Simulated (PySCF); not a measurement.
CH5O3Sb. Atoms are numbered in the order given.

```xyz
10

Sb    -0.0928     0.1707     0.5789
O      0.0069     1.7181    -0.6592
H     -0.5460     1.5210    -1.4338
O     -1.7174    -0.4584    -0.4189
H     -1.9028    -1.4001    -0.2902
O      1.1942    -1.0625    -0.3128
C      1.2490    -1.1453    -1.7222
H      1.6287    -0.2109    -2.1758
H      1.9328    -1.9655    -1.9971
H      0.2576    -1.3574    -2.1651
```
Charge 0, spin multiplicity 1.

Geometry optimised at B3LYP-D3(BJ)/def2-SVP. The structure was generated by enumeration; whether it is a known compound was not checked. The def2 effective core potentials stand for the cores of Sb; spin–orbit coupling is left out. Other conformers were not sampled.

The numbers are results of B3LYP/def2-TZVP in PySCF, not measurements.

ESP charges are fitted to the potential on shells at 1.4 to 2.0 van der Waals radii. Atomic charges (e):

```json
[
 {"atom": "Sb1", "ESP fit": "0.66", "Mulliken": "(withheld)", "Löwdin": "0.75"},
 {"atom": "O2", "ESP fit": "-0.57", "Mulliken": "-0.67", "Löwdin": "-0.37"},
 {"atom": "H3", "ESP fit": "0.39", "Mulliken": "0.32", "Löwdin": "0.15"},
 {"atom": "O4", "ESP fit": "-0.67", "Mulliken": "-0.69", "Löwdin": "-0.39"},
 {"atom": "H5", "ESP fit": "0.41", "Mulliken": "0.31", "Löwdin": "0.14"},
 {"atom": "O6", "ESP fit": "-0.40", "Mulliken": "(withheld)", "Löwdin": "-0.17"},
 {"atom": "C7", "ESP fit": "0.06", "Mulliken": "(withheld)", "Löwdin": "-0.41"},
 {"atom": "H8", "ESP fit": "0.04", "Mulliken": "0.11", "Löwdin": "0.10"},
 {"atom": "H9", "ESP fit": "0.05", "Mulliken": "0.12", "Löwdin": "0.11"},
 {"atom": "H10", "ESP fit": "0.03", "Mulliken": "0.10", "Löwdin": "0.09"}
]
```

Q: Some entries are withheld; supply them. (An estimate is asked for; the answer gives what the named calculation found.)

A: 
- Sb1, Mulliken: 1.12
- O6, Mulliken: -0.54
- C7, Mulliken: -0.17
